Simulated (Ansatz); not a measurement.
Mulliken charges of `[CH3][GeH2][SH]` from PBE/def2-TZVPP in Ansatz (PBE0-D4/def2-TZVP geometry).

```json
{"atom": "C1", "x (Å)": "-0.753", "y (Å)": "0.831", "z (Å)": "-0.816", "charge (e)": "-0.371"}
{"atom": "Ge2", "x (Å)": "0.274", "y (Å)": "-0.603", "z (Å)": "0.003", "charge (e)": "0.267"}
{"atom": "S3", "x (Å)": "0.904", "y (Å)": "0.174", "z (Å)": "1.997", "charge (e)": "-0.331"}
{"atom": "H4", "x (Å)": "-1.100", "y (Å)": "0.525", "z (Å)": "-1.804", "charge (e)": "0.113"}
{"atom": "H5", "x (Å)": "-0.133", "y (Å)": "1.722", "z (Å)": "-0.921", "charge (e)": "0.120"}
{"atom": "H6", "x (Å)": "-1.618", "y (Å)": "1.072", "z (Å)": "-0.197", "charge (e)": "0.120"}
{"atom": "H7", "x (Å)": "1.524", "y (Å)": "-0.955", "z (Å)": "-0.827", "charge (e)": "-0.017"}
{"atom": "H8", "x (Å)": "-0.576", "y (Å)": "-1.874", "z (Å)": "0.195", "charge (e)": "-0.017"}
{"atom": "H9", "x (Å)": "1.566", "y (Å)": "-0.938", "z (Å)": "2.353", "charge (e)": "0.115"}
```

**Question.** By hand: the dipole of these point charges (1 e Å = 4.8032 D).

**Answer.** Σ q r = (-0.117, -0.192, -0.414) e Å, of length 0.471 e Å = 2.26 D.

**Question.** How does the dipole of the full density compare? (Estimate.)

**Answer.** Computed: (-0.083, -0.089, -0.252) e Å, 1.34 D; the point charges give 1.69 times that, at 6° from its direction.

Point charges leave out the atoms' own dipoles, such as those of lone pairs, and Mulliken's split depends on the basis, so the two needn't agree.
